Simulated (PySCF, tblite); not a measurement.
Isomers of C7H13 (doublet state), one GFN2-xTB conformer each. Single-point energies are computed at B3LYP/pcH-1 (PySCF, gas phase, no added dispersion term), electronic only. GFN2-xTB treats the open shell by occupation alone, and not every SCF solution was tested for stability.

```tsv
SMILES	GFN2-xTB relative energy (kcal/mol)
[CH]1CCCCCC1	0.0
C/[C]=C(/C)CCC	28.4
```

Conformers: `[CH:1]1[CH2:2][CH2:3][CH2:4][CH2:5][CH2:6][CH2:7]1` (doublet state) with C7–C1–C2–C3 -19°, C1–C2–C3–C4 -55°, C2–C3–C4–C5 88°, C3–C4–C5–C6 -71°; `[CH3:1]/[C:2]=[C:3](/[CH3:4])[CH2:5][CH2:6][CH3:7]` (doublet state) with C2–C3–C5–C6 101°, C3–C5–C6–C7 -64°.

Problem. What does B3LYP/pcH-1 give for the same structures?

Solution. 
| SMILES | B3LYP/pcH-1 E (Eh) | B3LYP/pcH-1 (kcal/mol) | GFN2-xTB (kcal/mol) | point group |
| --- | --- | --- | --- | --- |
| [CH]1CCCCCC1 | -274.54788 | 0.0 | 0.0 | C1 |
| C/[C]=C(/C)CCC | -274.51711 | 19.3 | 28.4 | C1 |

Both levels put the same isomer lowest. 

Problem. What happens when harmonic zero-point energies from GFN2-xTB frequencies are added?

Solution. 
| SMILES | ZPE (kcal/mol) | electronic (kcal/mol) | with ZPE (kcal/mol) |
| --- | --- | --- | --- |
| [CH]1CCCCCC1 | 114.0 | 0.0 | 0.0 |
| C/[C]=C(/C)CCC | 111.1 | 19.3 | 16.4 |

The zero-point energies span 2.9 kcal/mol. The order is unchanged.
